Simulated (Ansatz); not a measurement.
Isolated molecules relaxed with PBE0-D4/def2-TZVP in Ansatz; ΔE leaves out vibrations. CCSD(T)/CBS adds triple-zeta CCSD(T) − MP2 to the extrapolated MP2 energy (def2 sets, frozen cores). This one scheme is used for every species. Functionals use def2-TZVPP. B3LYP here is the variant with VWN-RPA as its local correlation; programs differ in this. One conformer a species, not always the lowest.

Consider the silylene loss: `[OH][Al]([OH])[O][SiH3]` → `[OH][Al]([OH])[OH]` + `[SiH2]`.

`[OH][Al]([OH])[O][SiH3]`:

Cartesian coordinates in Å:
```
O 1.024 1.239 1.798
Al 0.533 -0.205 1.081
O 0.811 -1.667 1.877
O -0.222 -0.149 -0.414
Si -0.882 0.387 -1.798
H 1.459 1.259 2.649
H 0.554 -2.513 1.516
H -2.153 1.108 -1.520
H -1.174 -0.768 -2.688
H 0.050 1.308 -2.502
```

`[OH][Al]([OH])[OH]`:

Z-matrix (Å, degrees):
```
Al
O 1 1.689
O 1 1.689 2 120.0
O 1 1.689 2 120.0 3 -180.0
H 2 0.955 1 122.4 3 0.0
H 3 0.956 1 122.5 2 -180.0
H 4 0.956 1 122.4 2 0.0
```

`[SiH2]`:

```xyz
3

Si    0.408    0.563   -0.152
H    -0.898    0.008   -0.713
H     0.490   -0.571    0.865
```

**Question.** Is it downhill or uphill in electronic energy at CCSD(T)/CBS, and by how much? (Best estimate.)

**Answer.** Ansatz gave: Uphill: ΔE = +343.0 kJ/mol.

**Question.** What do these levels give: r2SCAN-D4, ωB97X-V, B2PLYP, PBE0, B3LYP, MP2/def2-TZVPP, CCSD/def2-TZVPP, CCSD(T)/def2-TZVPP, MP2/def2-QZVPP, SCS-MP2/def2-QZVPP, MP2/CBS(def2), CCSD/CBS(def2)? (Estimate.)

**Answer.** Computed: r2SCAN-D4 361.4, ωB97X-V 352.7, B2PLYP 342.4, PBE0 340.5, B3LYP 330.2, MP2/def2-TZVPP 357.9, CCSD/def2-TZVPP 336.2, CCSD(T)/def2-TZVPP 337.3, MP2/def2-QZVPP 362.1, SCS-MP2/def2-QZVPP 355.3, MP2/CBS(def2) 363.6, CCSD/CBS(def2) 341.9 kJ/mol.

Largest T1 diagnostic among the species: 0.014.

The D4 term adds +10.1 kJ/mol with B3LYP and +5.6 kJ/mol with PBE0; it sums over pairs of atoms, weighted by their polarisabilities, and B3LYP, whose exchange is more repulsive, gets the larger term. From PBE to PBE0 (25 % exact exchange), in def2-TZVPP and without D4, ΔE moves by +15.3 kJ/mol.
